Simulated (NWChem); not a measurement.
System: C$_{3}$H$_{4}$F$_{2}$; SMILES C=CC(F)F

Input file for NWChem:

```
start job
memory heap 200 mb stack 900 mb global 1100 mb
geometry units angstroms noautosym nocenter noautoz
  C     -0.032749     1.908796     0.237488
  C      0.645859     0.831867    -0.183549
  C      0.018540    -0.517024    -0.392545
  F      0.711025    -1.464542     0.321742
  F     -1.282859    -0.534645     0.024986
  H     -1.109578     1.843908     0.457487
  H      0.464127     2.880756     0.376297
  H      1.724057     0.877314    -0.412269
  H      0.036361    -0.831426    -1.464554
end
basis spherical
  * library 6-31g*
end
dft
  xc b3lyp
  iterations 150
end
property
  response 1 0.0773
end
task dft property
```

Excerpt of the output:

```
             Northwest Computational Chemistry Package (NWChem) 7.3.0
             --------------------------------------------------------

                             Geometry "geometry" -> ""
                             -------------------------

 Output coordinates in angstroms (scale by  1.889725989 to convert to a.u.)

  No.       Tag          Charge          X              Y              Z
 ---- ---------------- ---------- -------------- -------------- --------------
    1 C                    6.0000    -0.03274900     1.90879600     0.23748800
    2 C                    6.0000     0.64585900     0.83186700    -0.18354900
    3 C                    6.0000     0.01854000    -0.51702400    -0.39254500
    4 F                    9.0000     0.71102500    -1.46454200     0.32174200
    5 F                    9.0000    -1.28285900    -0.53464500     0.02498600
    6 H                    1.0000    -1.10957800     1.84390800     0.45748700
    7 H                    1.0000     0.46412700     2.88075600     0.37629700
    8 H                    1.0000     1.72405700     0.87731400    -0.41226900
    9 H                    1.0000     0.03636100    -0.83142600    -1.46455400

 Effective nuclear repulsion energy (a.u.)     174.8856579064

                              NWChem Property Module
                              ----------------------

                                 NWChem DFT Module
                                 -----------------

 Summary of "ao basis" -> "ao basis" (spherical)
 ------------------------------------------------------------------------------
       Tag                 Description            Shells   Functions and Types
 ---------------- ------------------------------  ------  ---------------------
 C                           6-31g*                  6       14   3s2p1d
 F                           6-31g*                  6       14   3s2p1d
 H                           6-31g*                  2        2   2s

            General Information
            -------------------
          SCF calculation type: DFT
          Wavefunction type:  closed shell.
          No. of atoms     :     9
          No. of electrons :    40
           Alpha electrons :    20
            Beta electrons :    20
          Charge           :     0
          Spin multiplicity:     1
          Use of symmetry is: off; symmetry adaption is: off
          Maximum number of iterations: 150
          AO basis - number of functions:    78
                     number of shells:    38
          Convergence on energy requested:  1.00D-06
          Convergence on density requested:  1.00D-05
          Convergence on gradient requested:  5.00D-04

              XC Information
              --------------
                         B3LYP Method XC Potential
                     Hartree-Fock (Exact) Exchange  0.200
                        Slater Exchange Functional  0.800 local
                    Becke 1988 Exchange Functional  0.720 non-local
              Lee-Yang-Parr Correlation Functional  0.810
                  VWN I RPA Correlation Functional  0.190 local

             Grid Information
             ----------------
          Grid used for XC integration:  medium
          Radial quadrature: Mura-Knowles
          Angular quadrature: Lebedev.
          Tag              B.-S. Rad. Rad. Pts. Rad. Cut. Ang. Pts.
          ---              ---------- --------- --------- ---------
          C                   0.70       49          10.0       434
          F                   0.50       49          11.0       434
          H                   0.35       45          10.0       434
          Grid pruning is: on
          Number of quadrature shells:   425
          Spatial weights used:  Erf1

      Superposition of Atomic Density Guess
      -------------------------------------

 Sum of atomic energies:        -313.71835665

      Non-variational initial energy
      ------------------------------

 Total energy =    -315.728473
 1-e energy   =    -779.651690
 2-e energy   =     289.037558
 HOMO         =      -0.308374
 LUMO         =       0.016103

   convergence    iter        energy       DeltaE   RMS-Dens  Diis-err
 ---------------- ----- ----------------- --------- --------- ---------
 d= 0,ls=0.0,diis     1   -316.2517473040 -4.91D+02  1.58D-02  1.04D+00
 d= 0,ls=0.0,diis     2   -316.1885846426  6.32D-02  8.88D-03  1.98D+00
 d= 0,ls=0.0,diis     3   -316.3649989702 -1.76D-01  2.02D-03  3.93D-02
 d= 0,ls=0.0,diis     4   -316.3667743969 -1.78D-03  1.06D-03  1.60D-02
 d= 0,ls=0.0,diis     5   -316.3686353387 -1.86D-03  2.97D-04  1.24D-03
  Resetting Diis
 d= 0,ls=0.0,diis     6   -316.3687815047 -1.46D-04  5.76D-05  3.06D-05
 d= 0,ls=0.0,diis     7   -316.3687851097 -3.61D-06  1.92D-05  1.27D-06
 d= 0,ls=0.0,diis     8   -316.3687850471  6.26D-08  1.04D-05  2.10D-06
 d= 0,ls=0.0,diis     9   -316.3687852451 -1.98D-07  1.53D-06  3.19D-08

         Total DFT energy =     -316.368785245121
      One electron energy =     -782.349248288126
           Coulomb energy =      329.788402611529
    Exchange-Corr. energy =      -38.693597474905
 Nuclear repulsion energy =      174.885657906381

 Numeric. integr. density =       39.999990917296

                       DFT Final Molecular Orbital Analysis
                       ------------------------------------

 Vector   18  Occ=2.000000D+00  E=-3.845910D-01
              MO Center=  3.9D-02,  6.4D-01, -5.1D-03, r^2= 3.5D+00
   Bfn.  Coefficient  Atom+Function         Bfn.  Coefficient  Atom+Function
  ----- ------------  ---------------      ----- ------------  ---------------
    61      0.272158  5 F  pz                 3      0.263625  1 C  px
    47      0.227566  4 F  pz                17     -0.223988  2 C  px
    65      0.191718  5 F  pz                71     -0.182394  6 H  s
    76     -0.181584  8 H  s                 75     -0.174944  8 H  s
    72     -0.165491  6 H  s                 51      0.160470  4 F  pz

 Vector   19  Occ=2.000000D+00  E=-3.319641D-01
              MO Center=  8.6D-02, -3.7D-01, -1.7D-01, r^2= 2.7D+00
   Bfn.  Coefficient  Atom+Function         Bfn.  Coefficient  Atom+Function
  ----- ------------  ---------------      ----- ------------  ---------------
    46      0.266903  4 F  py                18      0.247297  2 C  py
    47      0.248240  4 F  pz                78      0.237011  9 H  s
    32     -0.230583  3 C  py                61      0.221871  5 F  pz
    20     -0.209541  2 C  s                 60      0.209306  5 F  py
    33     -0.191417  3 C  pz                77      0.189168  9 H  s

 Vector   20  Occ=2.000000D+00  E=-2.830419D-01
              MO Center=  2.9D-01,  1.2D+00, -3.2D-03, r^2= 1.7D+00
   Bfn.  Coefficient  Atom+Function         Bfn.  Coefficient  Atom+Function
  ----- ------------  ---------------      ----- ------------  ---------------
    19      0.380700  2 C  pz                 5      0.371810  1 C  pz
     9      0.265787  1 C  pz                23      0.257036  2 C  pz
     4     -0.099331  1 C  py                78      0.099177  9 H  s
    46     -0.090513  4 F  py                17      0.087133  2 C  px
    18     -0.087425  2 C  py                 3      0.084549  1 C  px

 Vector   21  Occ=0.000000D+00  E=-9.123119D-03
              MO Center=  2.6D-01,  1.2D+00,  1.2D-02, r^2= 2.3D+00
   Bfn.  Coefficient  Atom+Function         Bfn.  Coefficient  Atom+Function
  ----- ------------  ---------------      ----- ------------  ---------------
     9      0.565293  1 C  pz                23     -0.511103  2 C  pz
     5      0.402804  1 C  pz                19     -0.380223  2 C  pz
    78     -0.189401  9 H  s                 22      0.169473  2 C  py
    36      0.150790  3 C  py                 8     -0.147207  1 C  py
    48      0.141196  4 F  s                 46      0.116368  4 F  py

 Vector   22  Occ=0.000000D+00  E= 9.751921D-02
              MO Center=  7.7D-01,  1.1D+00, -2.5D-01, r^2= 4.6D+00
   Bfn.  Coefficient  Atom+Function         Bfn.  Coefficient  Atom+Function
  ----- ------------  ---------------      ----- ------------  ---------------
    76      1.127541  8 H  s                 74      1.029494  7 H  s
     6     -0.947983  1 C  s                 78      0.598410  9 H  s
    21     -0.546286  2 C  px                20     -0.534575  2 C  s
     8     -0.341837  1 C  py                35     -0.328717  3 C  px
    34     -0.326716  3 C  s                 37      0.273097  3 C  pz

 Vector   23  Occ=0.000000D+00  E= 1.258870D-01
              MO Center= -2.5D-01,  4.7D-01, -6.2D-01, r^2= 5.2D+00
   Bfn.  Coefficient  Atom+Function         Bfn.  Coefficient  Atom+Function
  ----- ------------  ---------------      ----- ------------  ---------------
     6      1.360928  1 C  s                 34     -1.334769  3 C  s
    78      1.336003  9 H  s                 72     -1.092073  6 H  s
    37      0.594569  3 C  pz                74     -0.493437  7 H  s
    22     -0.362662  2 C  py                76      0.343158  8 H  s
    23     -0.271647  2 C  pz                62      0.272530  5 F  s

     Multipole analysis of the density
     ---------------------------------

     L   x y z        total         alpha         beta         nuclear
     -   - - -        -----         -----         ----         -------
     0   0 0 0      0.000000    -20.000000    -20.000000     40.000000

     1   1 0 0      0.246640      0.351636      0.351636     -0.456631
     1   0 1 0      0.576637      0.175216      0.175216      0.226206
     1   0 0 1     -0.426160     -0.256428     -0.256428      0.086695

     2   2 0 0    -20.782872    -57.338658    -57.338658     93.894445
     2   1 1 0      0.357562     -0.473564     -0.473564      1.304690
     2   1 0 1     -0.650643     -0.096434     -0.096434     -0.457776
     2   0 2 0    -20.215389   -121.976944   -121.976944    223.738499
     2   0 1 1      1.344328     -1.906128     -1.906128      5.156584
     2   0 0 2    -20.625037    -19.361867    -19.361867     18.098697

 *** CALLING NEW AORESP DRIVER FOR CLOSED AND OPEN SHELLS ***
 Entering AOResponse driver routine

--------------------------------------------------------------------------------

          -----------------------------------------------
          Solving response equations for perturbing field
          -----------------------------------------------

 number of frequencies:     1
 frequency in a.u.:  0.7730000E-01
 Perturbing field: electric
 Using El. Dipole Length Gauge

 Setting up CPKS with frequency omega =      0.07730000 a.u.

                            NWChem Dynamic CPHF Module
                            --------------------------

    scftype = RHF
    nclosed =   20
      nopen =    0
  variables =     2320
  num. vecs =        3
  tolerance =   1.0D-04
  max. iter =   50

 SCF residual:    5.2017558368185239E-005

Iterative solution of linear equations
  No. of variables     2320
  No. of equations        3
  Maximum subspace       30
       Convergence  1.0D-04

   iter   nsub   residual    time
   ----  ------  --------  ---------
     1      3    6.36D+00      10.2
     2      6    2.92D+00      12.9
     3      9    1.90D-01      17.1
     4     12    4.54D-02      20.0
     5     15    1.16D-02      22.7
     6     18    1.38D-03      25.2
     7     21    9.96D-05      27.8

 Electric Dipole Response Matrix (nonzero elements):

              1        2        3
    1   32.6985  -3.7882  -3.6244
    2   -3.7882  42.7591   6.4574
    3   -3.6243   6.4574  22.4123

 ------------------------------------------
 average:        32.62329 + I       0.00000

 DFT Linear Response polarizability / au
 Frequency  =       0.0773000 / au
 Wavelength =     589.4353558 / nm
              X              Y              Z
 -----------------------------------------------
 X      32.6984922     -3.7881814     -3.6243746
 Y      -3.7882444     42.7591113      6.4574400
 Z      -3.6243261      6.4573921     22.4122803
 -----------------------------------------------
 Eigenvalues =      31.5755250     46.2568780     20.0374807
 Isotropic   =      32.6232946
 Anisotropic =      22.7609906
 -----------------------------------------------

 Magnetic Dipole Response Matrix (nonzero elements):
```

Level: B3LYP/6-31G* (spherical d). Geometry: optimised at PBE-D3(BJ)/def2-SVP.
